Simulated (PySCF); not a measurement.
## How the method moves the HOMO and LUMO of `Cl/C=C/B(Cl)Cl`

Species: C₂H₂BCl₃.
Z-matrix (Å and degrees, PBE0-D3(BJ)/def2-SVP geometry), rows numbered from 1:
```
Cl
C   1  1.7114
C   2  1.3424  1  124.29
B   3  1.5376  2  121.43  1  -179.87
Cl  4  1.7589  3  121.92  2    -0.79
Cl  4  1.7528  3  119.92  2   179.23
H   2  1.0943  1  113.25  3  -179.90
H   3  1.0944  2  118.78  1     0.02
```

Basis pcSseg-2 throughout (PySCF), one geometry. Isolated species at its PBE0-D3(BJ)/def2-SVP geometry, gas phase.

Problem. How do the orbital energies, the gap and the dipole change with the method?

Solution. 
| method | kind | HOMO (eV) | LUMO (eV) | gap (eV) | μ (D) | SCF cycles |
| --- | --- | --- | --- | --- | --- | --- |
| BLYP | GGA | -6.88 | -3.11 | 3.77 | 1.04 | 14 |
| B97-D | GGA | -7.01 | -3.15 | 3.86 | 1.04 | 15 |
| PBE | GGA | -7.07 | -3.29 | 3.77 | 1.05 | 15 |
| OPBE | GGA | -7.08 | -3.22 | 3.86 | 1.05 | 16 |
| KT2 | GGA | -7.10 | -3.28 | 3.82 | 1.05 | 15 |
| KT3 | GGA | -7.11 | -3.23 | 3.87 | 1.04 | 15 |
| BP86 | GGA | -7.16 | -3.37 | 3.78 | 1.05 | 15 |
| LDA | LDA | -7.25 | -3.54 | 3.71 | 1.05 | 15 |
| B3LYP | global hybrid | -7.95 | -2.62 | 5.33 | 1.00 | 14 |
| B97-2 | global hybrid | -7.95 | -2.47 | 5.48 | 1.00 | 14 |
| PBE0 | global hybrid | -8.20 | -2.47 | 5.73 | 1.00 | 14 |
| mPW1PW91 | global hybrid | -8.21 | -2.47 | 5.74 | 1.00 | 14 |
| BHandHLYP | global hybrid | -9.16 | -1.43 | 7.73 | 0.96 | 13 |
| CAM-B3LYP | range-separated hybrid | -9.45 | -1.37 | 8.08 | 0.93 | 13 |
| wB97X-D | range-separated hybrid | -9.98 | -0.71 | 9.27 | 0.93 | 14 |
| HF | Hartree–Fock | -10.65 | 1.17 | 11.82 | 0.96 | 12 |
| LC-wPBE | range-separated hybrid | -10.81 | -0.34 | 10.47 | 0.87 | 14 |

The HOMO spans 3.94 eV, from BLYP down to LC-wPBE, and the gap runs from 3.71 eV (LDA) to 11.82 eV (HF). Over the methods BLYP (0 %), B97-D (0 %), PBE (0 %), OPBE (0 %), KT2 (0 %), KT3 (0 %), BP86 (0 %), LDA (0 %), B3LYP (20 %), B97-2 (21 %), PBE0 (25 %), mPW1PW91 (25 %), BHandHLYP (50 %), HF (100 %), a straight line through the gap against the share of exact exchange rises by 0.80 eV for each 10 % (correlation coefficient 1.000). The dipole ranges from 0.87 D (LC-wPBE) to 1.05 D (LDA). This basis has no diffuse functions.
